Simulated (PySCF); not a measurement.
Compound: [RuNMe4]-, C4H12NRu (charge -1 and singlet state).
Structure used (PBE0-D3(BJ)/def2-SVP), in Å, numbered top down from 1:
```
atom  x, y, z in Å
Ru1    0.002   -0.002    0.678
N2     0.017   -0.010    2.266
C3     1.984   -0.019   -0.071
H4     2.576    0.843    0.281
H5     1.921    0.057   -1.172
H6     2.529   -0.950    0.163
C7     0.019    1.988   -0.043
H8    -0.022    1.937   -1.148
H9     0.938    2.539    0.223
H10   -0.858    2.572    0.287
C11   -1.993    0.022   -0.029
H12   -2.535    0.950    0.221
H13   -2.577   -0.843    0.331
H14   -1.956   -0.050   -1.132
C15   -0.026   -1.984   -0.065
H16   -0.951   -2.532    0.183
H17    0.842   -2.576    0.274
H18    0.034   -1.926   -1.168
```

Method used: PySCF 2.14.0, PBE0-D3(BJ)/def2-SVP geometry optimisation, gas phase, def2 core potentials past Kr.

**Question.** Which atoms are bound to Ru1, and at what distances?

**Answer.** 5 atoms: N2 1.589 Å, C7 2.116 Å, C11 2.117 Å, C15 2.117 Å, C3 2.118 Å. The nearest atom not counted as bound is H8, at 2.66 Å (others tie with it).

**Question.** List the angles at Ru1.

**Answer.** 
| angle | degrees | distance of the outer atoms (Å) |
| --- | --- | --- |
| C3–Ru1–C11 | 139.8 | 3.98 |
| C7–Ru1–C15 | 139.6 | 3.97 |
| N2–Ru1–C15 | 110.2 | 3.05 |
| N2–Ru1–C7 | 110.2 | 3.05 |
| N2–Ru1–C3 | 110.2 | 3.05 |
| N2–Ru1–C11 | 110.0 | 3.05 |
| C7–Ru1–C11 | 83.3 | 2.81 |
| C11–Ru1–C15 | 83.2 | 2.81 |
| C3–Ru1–C15 | 83.1 | 2.81 |
| C3–Ru1–C7 | 83.1 | 2.81 |

**Question.** Describe the arrangement about Ru1 in numbers.

**Answer.** τ5 = (β − α)/60° = 0.00 from the two widest angles, 139.8° and 139.6° (0 for a square pyramid, 1 for a trigonal bipyramid).

**Question.** What are the other bond lengths?

**Answer.** C3–H4 and 11 like bonds 1.105 Å.

Point group: near C4v, missed by 0.16 Å at most; the miss may be what the optimiser left on a soft mode (C4 holds within 0.08 Å). Charge -1, singlet. The geometry's basis has no diffuse functions, a weakness for an anion. Whether it is a minimum is left open (no frequencies).
